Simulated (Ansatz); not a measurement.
Geometry optimisation of ZnMe2 (C2H6Zn).

```yaml
crystal:
  periodic: [false, false, false]
  atoms:
    - {symbol: Zn, position_ang: [0.006750, 0.015100, 0.000360]}
    - {symbol: C, position_ang: [-0.003000, -0.013930, 2.042150]}
    - {symbol: H, position_ang: [-0.434120, 0.892480, 2.458120]}
    - {symbol: H, position_ang: [0.999920, -0.107410, 2.449810]}
    - {symbol: H, position_ang: [-0.583080, -0.848820, 2.426050]}
    - {symbol: C, position_ang: [0.004310, 0.016700, -2.042180]}
    - {symbol: H, position_ang: [-1.006180, 0.016330, -2.441710]}
    - {symbol: H, position_ang: [0.506870, -0.859300, -2.443340]}
    - {symbol: H, position_ang: [0.508540, 0.888860, -2.449260]}
basis:
  gaussian: {orbitals: def2-TZVP}
hamiltonian: {xc: r2scan, dispersion: d4}
scf: {lower_state_search: "off"}
output: {orbitals: {seedname: orbitals}}
relax: {f_tol: 0.02, max_steps: 100}
```

```sh
$ ansatz run in.yaml --threads 4 --pin off --events-out ev --progress --plain --max-ram 3916MiB
```

It prints (some lines left out):

```
Functional definition: r2SCAN
mean field -50590.49498148 eV, -1859.1663991002 hartree, gradient 5.4e-6 eV, S^2 0.000000; 0 other end points of the search recorded, 0 dependent functions left out
relax step   1: F+E_penalty+E_count = -50590.52177610 eV  Δ(F+E_penalty+E_count) = +0.000e0 eV  max|allowed force component| = 1.059e0 eV/Å  Δτ_max = 0.0000 Å  (17 SCF iters, accepted)
mean field -50590.63254413 eV, -1859.1714544345 hartree, gradient 3.6e-6 eV, S^2 0.000000; 0 other end points of the search recorded, 0 dependent functions left out
relax step   2: F+E_penalty+E_count = -50590.65995519 eV  Δ(F+E_penalty+E_count) = -1.382e-1 eV  max|allowed force component| = 5.780e-1 eV/Å  Δτ_max = 0.0965 Å  (20 SCF iters, accepted)
mean field -50590.65286358 eV, -1859.1722011605 hartree, gradient 3.3e-6 eV, S^2 0.000000; 0 other end points of the search recorded, 0 dependent functions left out
relax step   3: F+E_penalty+E_count = -50590.68052910 eV  Δ(F+E_penalty+E_count) = -2.057e-2 eV  max|allowed force component| = 1.473e-2 eV/Å  Δτ_max = 0.0371 Å  (20 SCF iters, accepted)
Total energy: -50590.68054178 eV, -1859.1732183156 hartree
Atom 0 at     0.000640     0.001455    -0.000003 Å, force    -0.000138    -0.000374     0.000273 eV/Å
Atom 1 at    -0.003370    -0.014165     1.934698 Å, force    -0.001278    -0.002659     0.001613 eV/Å
Atom 2 at    -0.436270     0.905263     2.339403 Å, force     0.001099    -0.001562    -0.014733 eV/Å
Atom 3 at     1.010954    -0.105236     2.333990 Å, force    -0.002348     0.000656    -0.014700 eV/Å
Atom 4 at    -0.587745    -0.853236     2.323611 Å, force     0.002662     0.004065    -0.014566 eV/Å
Atom 5 at     0.003610     0.014710    -1.934707 Å, force    -0.001105    -0.002542    -0.001537 eV/Å
Atom 6 at    -1.015005     0.017513    -2.333579 Å, force     0.003623     0.000233     0.014512 eV/Å
Atom 7 at     0.513197    -0.865681    -2.337135 Å, force    -0.001735     0.003464     0.014512 eV/Å
Atom 8 at     0.513999     0.899388    -2.326278 Å, force    -0.000779    -0.001283     0.014627 eV/Å
Dipole moment:     0.000052     0.000118    -0.000009 e Å
Checks for a lower state left out: stability, starts, cluster_reference, orbital_swaps, neighbouring_geometries, increment
```

Hardware: 4 threads of Arm Neoverse V1 on a shared host. Wall time 5.5 s.
